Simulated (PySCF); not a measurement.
**Deuteron quadrupole couplings in `C=C1[C@@H](F)[C@@H]1C(C)C`**

Compound: C₇H₁₁F.
Geometry (GFN2-xTB, Å), atoms numbered from 1 in this order:
```xyz
19
C7H11F angstrom
C      1.6483   -1.1673   -1.8998
C      0.8056   -0.2850   -1.4277
C      0.2990    1.0907   -1.4603
F     -0.4340    1.5129   -2.5388
C     -0.3074    0.0617   -0.5313
C     -0.1186    0.1809    0.9712
C     -0.2477   -1.1966    1.6177
C     -1.1393    1.1574    1.5525
H      2.3555   -0.9157   -2.6738
H      1.6652   -2.1827   -1.5375
H      0.8846    1.9160   -1.0701
H     -1.2850   -0.3115   -0.8204
H      0.8900    0.5654    1.1617
H     -0.0793   -1.1305    2.6899
H     -1.2434   -1.6015    1.4502
H      0.4804   -1.8836    1.1939
H     -2.1501    0.7887    1.3916
H     -1.0497    2.1317    1.0779
H     -0.9840    1.2784    2.6221
```

Level: PBE0/pcSseg-1 (PySCF, non-relativistic); Q(2H) = 0.00286 b; rigid geometry, the same for H and D, with no vibrational averaging.

Question: Rank these positions by the coupling χzz of a deuteron there, largest first.
A. H9 (vinylic hydrogen)
B. H13 (methine hydrogen)
C. H12 (methine hydrogen)

Answer: A (224 kHz), C (214 kHz), B (197 kHz).

Give the electric field gradient Vzz (the principal value of largest size), its asymmetry and the 2H coupling at each hydrogen.

```
atom  bonded to  bond length (Å)  Vzz (au)     η  χzz (kHz)
  H9         C1            1.078    0.3337  0.04        224
 H10         C1            1.078    0.3341  0.04        224
 H11         C3            1.085    0.3130  0.12        210
 H12         C5            1.086    0.3182  0.08        214
 H13         C6            1.096    0.2928  0.02        197
 H14         C7            1.087    0.3163  0.02        213
 H15         C7            1.088    0.3142  0.02        211
 H16         C7            1.087    0.3165  0.01        213
 H17         C8            1.088    0.3142  0.02        211
 H18         C8            1.088    0.3154  0.02        212
 H19         C8            1.088    0.3160  0.02        212
```

How does χzz go with the bond length over the 11 C–H bonds?

A straight-line fit has a slope of -14.5 kHz for each 0.01 Å, with a correlation coefficient of -0.97, over lengths from 1.078 to 1.096 Å. The longer bonds have the smaller couplings here.

Isolated species at its GFN2-xTB geometry (one conformer only). GFN2-xTB bond lengths can be off by several hundredths of an ångström, more for odd bonds, and the gradients follow them. The small basis limits the accuracy of the gradients.
